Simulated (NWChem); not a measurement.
System: HfH3Cl; SMILES [Cl][HfH3]

NWChem input:

```
start job
memory heap 200 mb stack 900 mb global 1100 mb
geometry units angstroms noautoz
  Hf     0.245181    -0.098364     0.192269
  Cl    -1.504216     0.604216    -1.177865
  H      1.858328     0.441596    -0.507028
  H      0.068224     0.618867     1.877113
  H      0.247053    -1.932613     0.328111
end
basis spherical
  * library def2-svp
end
ecp
  Hf library def2-ecp
end
dft
  xc m06-l
  grid fine
  iterations 150
  mulliken
end
task dft gradient
```

Output (shortened):

```
             Northwest Computational Chemistry Package (NWChem) 7.3.0
             --------------------------------------------------------

 C1  symmetry detected

                             Geometry "geometry" -> ""
                             -------------------------

 Output coordinates in angstroms (scale by  1.889725989 to convert to a.u.)

  No.       Tag          Charge          X              Y              Z
 ---- ---------------- ---------- -------------- -------------- --------------
    1 Hf                  72.0000    -0.00000996     0.40984718    -0.00003886
    2 Cl                  17.0000     0.00012223    -1.92066256    -0.00004604
    3 H                    1.0000     0.43854857     1.04686869     1.66869909
    4 H                    1.0000     1.22614456     1.05140324    -1.21222049
    5 H                    1.0000    -1.66605380     1.04399441    -0.45289778

 Effective nuclear repulsion energy (a.u.)     348.4609438698

                                 NWChem DFT Module
                                 -----------------

 Summary of "ao basis" -> "ao basis" (spherical)
 ------------------------------------------------------------------------------
       Tag                 Description            Shells   Functions and Types
 ---------------- ------------------------------  ------  ---------------------
 Hf                         def2-svp                12       32   6s3p2d1f
 Cl                         def2-svp                 8       18   4s3p1d
 H                          def2-svp                 3        5   2s1p

            General Information
            -------------------
          SCF calculation type: DFT
          Wavefunction type:  closed shell.
          No. of atoms     :     5
          No. of electrons :    32
           Alpha electrons :    16
            Beta electrons :    16
          Charge           :     0
          Spin multiplicity:     1
          Use of symmetry is: off; symmetry adaption is: off
          Maximum number of iterations: 150
          AO basis - number of functions:    65
                     number of shells:    29
          Convergence on energy requested:  1.00D-06
          Convergence on density requested:  1.00D-05
          Convergence on gradient requested:  5.00D-04

              XC Information
              --------------
                        M06-L Method XC Functional
                         M06-L Exchange Functional  1.000
                       M06-L Correlation Potential  1.000

             Grid Information
             ----------------
          Grid used for XC integration:  fine
          Radial quadrature: Mura-Knowles
          Angular quadrature: Lebedev.
          Tag              B.-S. Rad. Rad. Pts. Rad. Cut. Ang. Pts.
          ---              ---------- --------- --------- ---------
          Hf                  1.55      141          10.0       974
          Cl                  1.00      123          10.0       770
          H                   0.35       60          10.0       590
          Grid pruning is: on
          Number of quadrature shells:   444
          Spatial weights used:  Erf1

      Superposition of Atomic Density Guess
      -------------------------------------

 Sum of atomic energies:        -512.75959651

      Non-variational initial energy
      ------------------------------

 Total energy =    -507.944351
 1-e energy   =    -844.313348
 2-e energy   =     271.298607
 HOMO         =      -0.312355
 LUMO         =       0.012601

     ---------------------------------------------
      Total Density - Mulliken Population Analysis
     ---------------------------------------------

    Atom       Charge   Shell Charges
 -----------   ------   -------------------------------------------------------
    1 Hf  12    10.07   0.03 -0.30  1.75  0.51  0.61  0.26  5.47  0.60  0.14  0.84  0.11  0.04
    2 Cl  17    17.55   2.00  1.99  1.23  0.72  5.94  2.22  3.43  0.01
    3 H    1     1.46   0.78  0.68  0.00
    4 H    1     1.46   0.78  0.68  0.00
    5 H    1     1.46   0.78  0.68  0.00

   convergence    iter        energy       DeltaE   RMS-Dens  Diis-err
 ---------------- ----- ----------------- --------- --------- ---------
 d= 0,ls=0.0,diis     1   -509.8004858361 -5.75D+02  4.12D-02  5.95D-01
 d= 0,ls=0.0,diis     2   -508.7274127749  1.07D+00  2.85D-02  8.48D+00
 d= 0,ls=0.0,diis     3   -509.9087951413 -1.18D+00  6.29D-03  7.19D-02
 d= 0,ls=0.0,diis     4   -509.9166867542 -7.89D-03  2.14D-03  2.05D-02
 d= 0,ls=0.0,diis     5   -509.9076151285  9.07D-03  1.79D-03  1.06D-02
  Resetting Diis
 d= 0,ls=0.0,diis     6   -509.9101290951 -2.51D-03  4.53D-03  6.51D-03
 d= 0,ls=0.0,diis     7   -509.9136504331 -3.52D-03  2.53D-03  8.26D-04
 d= 0,ls=0.0,diis     8   -509.9141305646 -4.80D-04  3.74D-04  1.41D-04
 d= 0,ls=0.0,diis     9   -509.9141270201  3.54D-06  2.17D-04  1.58D-04
 d= 0,ls=0.0,diis    10   -509.9141551127 -2.81D-05  3.80D-05  8.38D-06
 d= 0,ls=0.0,diis    11   -509.9141563236 -1.21D-06  8.72D-06  1.77D-07
 d= 0,ls=0.0,diis    12   -509.9141563459 -2.23D-08  2.64D-06  2.32D-08

         Total DFT energy =     -509.914156345899
      One electron energy =     -845.611273700221
           Coulomb energy =      305.942738811479
    Exchange-Corr. energy =      -35.316012129406
 Nuclear repulsion energy =       65.070390672249

 Numeric. integr. density =       31.999999848525

[...]

                         DFT ENERGY GRADIENTS

    atom               coordinates                        gradient
                 x          y          z           x          y          z
   1 Hf     -0.000019   0.774499  -0.000073   -0.000022  -0.004554  -0.000044
   2 Cl      0.000231  -3.629526  -0.000087   -0.000063   0.004512   0.000032
   3 H       0.828737   1.978295   3.153384   -0.000363   0.000020  -0.001515
   4 H       2.317077   1.986864  -2.290765   -0.001026   0.000063   0.001099
   5 H      -3.148385   1.972863  -0.855853    0.001474  -0.000041   0.000428
```

Level: M06-L/def2-SVP with def2 effective core potentials on Hf. The geometry was optimised at PBE0/def2-SVP. def2 effective core potentials on Hf; no spin-orbit coupling.
